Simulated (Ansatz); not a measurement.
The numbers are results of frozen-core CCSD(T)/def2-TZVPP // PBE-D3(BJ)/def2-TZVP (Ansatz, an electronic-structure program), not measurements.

Ansatz 0.2 input:
```yaml
crystal:
  periodic: [false, false, false]
  atoms:
    - { symbol: B, position_ang: [1.228454, -0.002214, -0.02386] }
    - { symbol: Si, position_ang: [-0.779493, -0.022067, 0.005905] }
    - { symbol: F, position_ang: [-1.450463, -1.180275, -0.871305] }
    - { symbol: F, position_ang: [-1.331, -0.205635, 1.498789] }
    - { symbol: F, position_ang: [-1.340616, 1.368827, -0.559485] }
    - { symbol: H, position_ang: [1.862521, -0.731917, -0.730913] }
    - { symbol: H, position_ang: [1.810596, 0.773282, 0.68087] }
basis:
  gaussian: { orbitals: def2-TZVPP }
correlation:
  method: ccsd_t
```

Output:

```
Functional definition: HF
1210 factors; integrals over basis functions are off by at most 7.6e-4 eV
mean field evaluation 1: about -16689.0402 eV, gradient 4.3e1 eV
mean field evaluation 2: about -16689.2074 eV, gradient 4.4e1 eV
mean field evaluation 4: about -16692.4969 eV, gradient 2.6e0 eV
mean field evaluation 8: about -16692.5482 eV, gradient 8.7e-2 eV
mean field evaluation 16: about -16691.2812 eV, gradient 2.8e1 eV
mean field -16692.54828272 eV, -613.4398347743 hartree, gradient 2.2e-6 eV, S^2 0.000000; 0 other end points of the search recorded, 0 dependent functions left out
9 core orbitals not correlated
reference -16692.54828272 eV, -613.4398347743 hartree; 15, 15 occupied and 170, 170 virtual orbitals, 1210 factors
second order -25.96326164 eV of doubles, -0.00000000 eV of singles
cycle   1  -25.87188951 eV  change    9.1e-2 eV  update   1.1e-1
cycle   2  -26.40810484 eV  change   -5.4e-1 eV  update   3.1e-2
cycle   3  -26.54095409 eV  change   -1.3e-1 eV  update   1.6e-2
cycle   4  -26.52302094 eV  change    1.8e-2 eV  update   3.2e-3
cycle   5  -26.52018971 eV  change    2.8e-3 eV  update   1.6e-3
cycle   6  -26.52142243 eV  change   -1.2e-3 eV  update   5.0e-4
cycle   7  -26.52138329 eV  change    3.9e-5 eV  update   2.1e-4
cycle   8  -26.52123940 eV  change    1.4e-4 eV  update   7.5e-5
cycle   9  -26.52124559 eV  change   -6.2e-6 eV  update   2.4e-5
perturbative correction -0.76255825 eV, -0.0280234988 hartree
Total energy: -16719.83208655 eV, -614.4424960716 hartree
```

Cost: roughly 2.9 core-minutes.
